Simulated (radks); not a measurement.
Spherical quantum dot in the effective-mass picture: electrons in a parabolic well V = omega^2 r^2 / 2 with omega = 0.871, all in effective atomic units (hartree* = m*/eps^2 hartree, bohr* = eps/m* bohr), one dielectric constant everywhere. Method: non-relativistic Kohn-Sham, exchange-only LDA, spin-polarised, spherical densities; computed with a radial shooting solver with Libxc functionals. Levels are named by radial order and angular momentum (1s, 1p, 1d, 2s, ...), and open shells are averaged over m. Results are scaled to m* = 0.134 and eps = 17.6, for which hartree* = 11.77 meV and bohr* = 6.95 nm.

N = 25, configuration 1s2 1p6 1d10 2s2 1f(up 5, down 0). This is the lowest configuration that the search found. Occupied and some empty levels:

| level | occupation | eigenvalue (meV) | <r> (nm) |
|---|---|---|---|
| 1s up | 1 | 129.67 | 13.52 |
| 1s down | 1 | 130.08 | 13.14 |
| 1p up | 3 | 133.69 | 16.66 |
| 1p down | 3 | 134.33 | 16.43 |
| 1d up | 5 | 138.38 | 18.82 |
| 1d down | 5 | 139.14 | 18.71 |
| 2s up | 1 | 139.72 | 15.99 |
| 2s down | 1 | 140.23 | 16.14 |
| 1f up | 5 | 143.65 | 20.51 |
| 1f down | 0 | 144.48 | 20.48 |
| 2p up | 0 | 145.70 | 17.96 |
| 2p down | 0 | 146.22 | 18.03 |
| 1g up | 0 | 149.44 | 21.94 |
| 1g down | 0 | 150.29 | 21.96 |
| 2d up | 0 | 152.01 | 19.78 |
| 2d down | 0 | 152.55 | 19.81 |

Energy (meV): total 2207.34, kinetic 225.17, external 810.84, Hartree 1277.8, exchange-correlation -106.50.

Electron density:

| r (nm) | n(r) (e/nm^3) |
|---|---|
| 0.749 | 0.0006747 |
| 3.57 | 0.0006080 |
| 6.40 | 0.0005115 |
| 9.22 | 0.0004648 |
| 12.0 | 0.0004867 |
| 14.9 | 0.0005147 |
| 17.7 | 0.0004691 |
| 20.5 | 0.0003356 |
| 23.3 | 0.0001782 |
| 26.2 | 0.00006798 |
| 29.0 | 0.00001828 |
| 31.8 | 3.430e-06 |
| 34.6 | 4.538e-07 |
| 37.5 | 4.236e-08 |
